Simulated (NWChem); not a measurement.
C$_{3}$H$_{5}$ClSi; SMILES Cl[SiH2]CC#C

```xyz
10

C      1.0802    -2.6086    -0.2805
C      0.1739    -1.9119     0.1203
C     -0.8948    -1.0401     0.5675
Si    -0.9004     0.6343    -0.3100
Cl     0.8423     1.6582     0.1221
H      1.8833    -3.2319    -0.6275
H     -1.8815    -1.5036     0.3850
H     -0.8277    -0.8587     1.6543
H     -2.0515     1.4384     0.1914
H     -0.9923     0.4484    -1.7833
```
Atoms are numbered in this order, from 1.

Program: NWChem. Medium grid unless said otherwise, to which SCAN and Minnesota functionals are sensitive. Structure relaxed at the PBE0/def2-SVP level.

For level PBE/def2-TZVP:

```
Item                         Result
---------------------------  ------
highest occupied level (eV)   -6.42
orbital gap (eV)               5.70
dipole (D)                     1.55
```

Problem. Estimate the same quantities for level M06-2X/def2-TZVP.

Solution. 
| Quantity | Value |
|---|---|
| highest occupied level (eV) | -8.79 |
| orbital gap (eV) | 9.79 |
| dipole (D) | 1.69 |
